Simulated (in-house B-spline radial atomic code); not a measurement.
**How G0W0 and RPA depend on the start: Ne3+**

Configuration [He] 2s2 2p3, highest spin. Computed with a B-spline radial code for spherical atoms: all electrons, non-relativistic, point nucleus, each spin shell either full or empty, empty states to l = 9 with an (l + 1/2)⁻⁴ tail; G0W0 by contour deformation at full frequency.

```json
{"start": "Hartree-Fock", "mean-field 2p up (eV)": "-98.49", "G0W0 (eV)": "?", "QP weight": "?", "RPA correlation (Eh)": "?"}
{"start": "LDA VWN5", "mean-field 2p up (eV)": "-83.74", "G0W0 (eV)": "-96.86", "QP weight": "0.941", "RPA correlation (Eh)": "-0.3664"}
{"start": "PBE", "mean-field 2p up (eV)": "-83.74", "G0W0 (eV)": "-96.73", "QP weight": "0.942", "RPA correlation (Eh)": "-0.36613"}
{"start": "PBE0", "mean-field 2p up (eV)": "-87.62", "G0W0 (eV)": "-97.09", "QP weight": "0.955", "RPA correlation (Eh)": "-0.34968"}
{"start": "r2SCAN", "mean-field 2p up (eV)": "-85.29", "G0W0 (eV)": "-96.92", "QP weight": "0.950", "RPA correlation (Eh)": "-0.35662"}
{"start": "HSE06", "mean-field 2p up (eV)": "-87.17", "G0W0 (eV)": "-97.06", "QP weight": "0.954", "RPA correlation (Eh)": "-0.35136"}
{"start": "B3LYP (VWN-RPA)", "mean-field 2p up (eV)": "-86.89", "G0W0 (eV)": "?", "QP weight": "?", "RPA correlation (Eh)": "?"}
{"start": "SCAN", "mean-field 2p up (eV)": "-85.38", "G0W0 (eV)": "-96.89", "QP weight": "0.950", "RPA correlation (Eh)": "-0.35649"}
{"start": "TPSS", "mean-field 2p up (eV)": "-84.16", "G0W0 (eV)": "-96.77", "QP weight": "0.945", "RPA correlation (Eh)": "-0.3616"}
{"start": "BHandHLYP", "mean-field 2p up (eV)": "-91.34", "G0W0 (eV)": "-97.32", "QP weight": "0.963", "RPA correlation (Eh)": "-0.33608"}
{"start": "CAM-B3LYP", "mean-field 2p up (eV)": "-88.91", "G0W0 (eV)": "-97.20", "QP weight": "0.958", "RPA correlation (Eh)": "-0.34509"}
{"start": "LC-wPBE", "mean-field 2p up (eV)": "-89.56", "G0W0 (eV)": "-97.32", "QP weight": "0.961", "RPA correlation (Eh)": "-0.343"}
{"start": "wB97X", "mean-field 2p up (eV)": "-89.66", "G0W0 (eV)": "-97.27", "QP weight": "0.962", "RPA correlation (Eh)": "-0.3401"}
{"start": "PBEsol", "mean-field 2p up (eV)": "-83.60", "G0W0 (eV)": "-96.80", "QP weight": "0.942", "RPA correlation (Eh)": "-0.36594"}
{"start": "BLYP", "mean-field 2p up (eV)": "-83.62", "G0W0 (eV)": "-96.67", "QP weight": "0.941", "RPA correlation (Eh)": "-0.3664"}
{"start": "r2SCAN0", "mean-field 2p up (eV)": "-88.74", "G0W0 (eV)": "-97.19", "QP weight": "0.959", "RPA correlation (Eh)": "-0.34379"}
{"start": "LDA exchange-only", "mean-field 2p up (eV)": "-82.37", "G0W0 (eV)": "-96.90", "QP weight": "0.938", "RPA correlation (Eh)": "-0.36599"}
```

Problem. What G0W0 level, weight and RPA correlation energy follow from the Hartree-Fock start?

Solution. G0W0 level -97.74 eV, weight 0.974, RPA correlation -0.31293 hartree.

Problem. What G0W0 level, weight and RPA correlation energy follow from the B3LYP (VWN-RPA) start?

Solution. G0W0 level -97.00 eV, weight 0.953, RPA correlation -0.35297 hartree.

Problem. How much of the dependence on the start does G0W0 remove?

Solution. The mean-field levels span 16.1 eV and the G0W0 levels 1.07 eV. Against 97.190 ± 0.0025 eV (NIST, semi-empirical) the G0W0 removal energies are off by -0.52 to +0.55 eV.
